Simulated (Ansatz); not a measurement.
Method: B3LYP-D3(BJ)/def2-TZVP (Ansatz, an electronic-structure program). No frequencies were computed at this level.

Ansatz 0.2 input:
```yaml
crystal:
  periodic: [false, false, false]
  atoms:
    - { symbol: Ga, position_ang: [0.000161, 0.000095, 0.000212] }
    - { symbol: H, position_ang: [1.562636, -0.104483, 0.007075] }
    - { symbol: H, position_ang: [-0.871713, -1.301673, -0.008277] }
    - { symbol: H, position_ang: [-0.691085, 1.406062, 0.000991] }
basis:
  gaussian: { orbitals: def2-tzvp }
hamiltonian:
  xc: b3lyp
  dispersion: d3bj
relax:
  max_steps: 150
```

Output:

```
Functional definition: B3LYP
535 factors; their error is unknown
mean field evaluation 1: about -52426.5937 eV, gradient 2.6e1 eV
mean field evaluation 2: about -52426.6410 eV, gradient 3.3e1 eV
mean field evaluation 4: about -52427.4237 eV, gradient 1.7e-1 eV
mean field evaluation 8: about -52427.5712 eV, gradient 6.6e-2 eV
mean field -52427.57118281 eV, -1926.6777042840 hartree, gradient 3.3e-5 eV, S^2 0.000000; 0 other end points of the search recorded, 0 dependent functions left out
reference -52427.57140159 eV, -1926.6777123240 hartree; 17, 17 occupied and 49, 49 virtual orbitals, 535 factors
relax step   1: F+E_penalty+E_count = -52427.62597832 eV  Δ(F+E_penalty+E_count) = +0.000e0 eV  max|allowed force component| = 5.490e-2 eV/Å  Δτ_max = 0.0000 Å  (20 SCF iters, accepted)
these checks for a lower state are left out or cut short: starts, cluster_reference, orbital_swaps, neighbouring_geometries, increment
535 factors; their error is unknown
mean field evaluation 16: about -52427.5714 eV, gradient 4.4e-5 eV
mean field -52427.57143805 eV, -1926.6777136639 hartree, gradient 8.7e-5 eV, S^2 0.000000; 0 other end points of the search recorded, 0 dependent functions left out
reference -52427.57165684 eV, -1926.6777217043 hartree; 17, 17 occupied and 49, 49 virtual orbitals, 535 factors
relax step   2: F+E_penalty+E_count = -52427.62621243 eV  Δ(F+E_penalty+E_count) = -2.341e-4 eV  max|allowed force component| = 9.356e-3 eV/Å  Δτ_max = 0.0031 Å  (17 SCF iters, accepted)
535 factors; their error is unknown
mean field -52427.57143805 eV, -1926.6777136639 hartree, gradient 8.7e-5 eV, S^2 0.000000; 1 other end points of the search recorded, 0 dependent functions left out
reference -52427.57165684 eV, -1926.6777217043 hartree; 17, 17 occupied and 49, 49 virtual orbitals, 535 factors
Total energy: -52427.62643122 eV, -1926.6797346259 hartree
Atom 0 at     0.000104    -0.000004    -0.000155 Å, force    -0.002350    -0.000197     0.001133 eV/Å
Atom 1 at     1.565759    -0.104549     0.007212 Å, force     0.009356    -0.000668    -0.000339 eV/Å
Atom 2 at    -0.873479    -1.303672    -0.008170 Å, force    -0.003812    -0.006300    -0.000420 eV/Å
Atom 3 at    -0.692385     1.408227     0.001114 Å, force    -0.003193     0.007165    -0.000375 eV/Å
Dipole moment:     0.000144    -0.000003    -0.000147 e Å
```

Cost: about 2.5 core-seconds (a rough figure).
